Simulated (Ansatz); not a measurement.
Cost against result

Saddle point of SiNH6Cl2F, singlet (SiH₂Cl₂ ([Cl][SiH2][Cl]) + NH₃ + HF → SiNH₄Cl ([NH2][SiH2][Cl]) + HCl + HF; bonds formed: Cl2–H8, H6–F9; bonds broken: Si1–Cl2, H6–N7, H8–F9), PBE0-D4/def2-TZVP structure:

| atom | x (Å) | y (Å) | z (Å) |
| --- | --- | --- | --- |
| Si1 | -0.2300 | 0.2590 | -1.1953 |
| Cl2 | -0.1507 | -2.3858 | 0.2838 |
| H3 | 1.0626 | -0.3547 | -1.5135 |
| H4 | -1.4630 | -0.4407 | -1.5751 |
| Cl5 | -0.2597 | 2.0857 | -2.1643 |
| H6 | 0.5947 | 0.1322 | 1.1780 |
| N7 | -0.2792 | 0.7404 | 0.5455 |
| H8 | 0.7319 | -1.6103 | 1.1096 |
| F9 | 1.3275 | -0.6311 | 1.6955 |
| H10 | -0.1797 | 1.7453 | 0.6551 |
| H11 | -1.1542 | 0.4600 | 0.9806 |

Barriers are electronic and count from the start structure reached by relaxing down the imaginary mode.

Program: Ansatz 0.2.0. Basis: as named in each row. Cores are frozen in the correlated methods. B3LYP uses VWN-RPA correlation. Extrapolation: Hartree–Fock as exp(−7.88 √X), correlation as X^−2.97.

Times are rough, for one single point on 8 threads of a shared host (Arm Neoverse V1).

The estimate by CCSD(T) at an estimated basis limit (MP2 extrapolated from triple and quadruple zeta, plus CCSD(T) − MP2 in triple zeta) is 53.9 kJ/mol.

```csv
method,basis,time (s),barrier (kJ/mol),method less estimate
HF,STO-3G,under 1,38.1,-15.8
PBE-D4,STO-3G,under 1,-59.1,-113.0
SPW92,def2-SVP,under 1,13.8,-40.1
B3LYP-D4,6-31G,under 1,37.4,-16.4
PBE-D4,def2-SVP,under 1,25.6,-28.3
PBE0-D4,def2-SVP,under 1,39.3,-14.6
SPW92,def2-TZVPP,under 1,21.7,-32.1
PBE-D4,def2-TZVPP,1,33.4,-20.4
BLYP-D4,def2-TZVPP,1,31.0,-22.9
B3LYP-D4,def2-TZVPP,2,39.9,-13.9
BHLYP-D4,def2-TZVPP,2,53.2,-0.6
PBE0-D4,def2-TZVPP,2,45.2,-8.6
CAM-B3LYP-D4,def2-TZVPP,2,39.4,-14.5
r2SCAN-D4,def2-TZVPP,3,36.4,-17.4
wB97M-V,def2-SVP,3,44.5,-9.4
r2SCAN0-D4,def2-TZVPP,3,46.4,-7.5
CCSD(T),def2-SVP,3,41.1,-12.7
B2PLYP,def2-TZVPP,3,43.2,-10.7
RPA on PBE,def2-TZVPP,3,44.3,-9.6
PBE-QIDH,def2-TZVPP,4,51.5,-2.4
wB97X-V,def2-TZVPP,5,47.2,-6.7
B97M-V,def2-TZVPP,6,51.7,-2.1
wB97M-V,def2-TZVPP,6,51.1,-2.8
MP2,def2-QZVPP,14,49.5,-4.4
CCSD(T),def2-TZVPP,130,49.4,-4.4
```

All methods are single points on the PBE0-D4 structures; a negative value means that the method puts the saddle structure below the start.

T1 diagnostic: at most 0.010.

Labels in which every atom is bracketed show which atoms are joined, not bond orders.
